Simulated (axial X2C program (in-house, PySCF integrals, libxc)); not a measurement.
## Potential curves of HI⁺, two-component

Calculated with an in-house relativistic program for diatomic molecules. Two-component (2c) means X2C with spin–orbit coupling and atomic mean-field two-electron Coulomb and Gaunt terms. Basis: I dyall-cv3z [11s12p8d4f1g], H dyall-v3z [6s2p1d] (cores contracted in-house); Gaussian nuclei, density fitting, unrestricted open shells. Masses: I 126.904 u, H 1.008 u.

State: Ω = 3/2 (⟨Sz⟩ = 0.50, ⟨Lz⟩ = 1.00 at PBEsol). Energies in cm⁻¹ from the fragments at the same level (I+ + H). Fits are polynomials in 1 − R0/R over 0.85 to 1.23 times the lowest point R0.

```csv
R (Å),PBEsol,MP2
1.4268,-23439,-19790
1.4924,-26141,-22316
1.5416,-27378,-23396
1.5908,-28083,-23929
1.6400,-28359,-24024
1.6974,-28252,-23697
1.7548,-27789,-23006
1.8286,-26806,-21721
1.9188,-25204,-19674
2.0500,-22441,-15370
```

Correlated methods: 7 electrons correlated (number of frozen shells: I 4 s, 3 p, 2 d; H none), 179 virtual spin orbitals or spinors in MP2.

One determinant describes the state; a PBE0 search over occupations chose it and may have missed a lower one. De is counted from the lowest determinant-based energies of the atoms at the same level, without counterpoise correction. Density functionals use the spin component along the axis (collinear). Without a current term, density functionals place determinants with orbital angular momentum somewhat too high. MP2 and coupled cluster on one determinant become unreliable at the stretched end.

What are Re, ωe and De at the PBEsol level?

At PBEsol, 2c: Re = 1.654 Å, ωe ≈ 2110 cm⁻¹, De = 3.52 eV to I+ + H; Be follows as 6.17 cm⁻¹.

Fit the MP2 curve near its minimum: give the equilibrium distance, the harmonic wavenumber and the well depth.

At MP2, 2c: Re = 1.627 Å, ωe ≈ 2270 cm⁻¹, De = 2.98 eV to I+ + H; Be follows as 6.37 cm⁻¹.
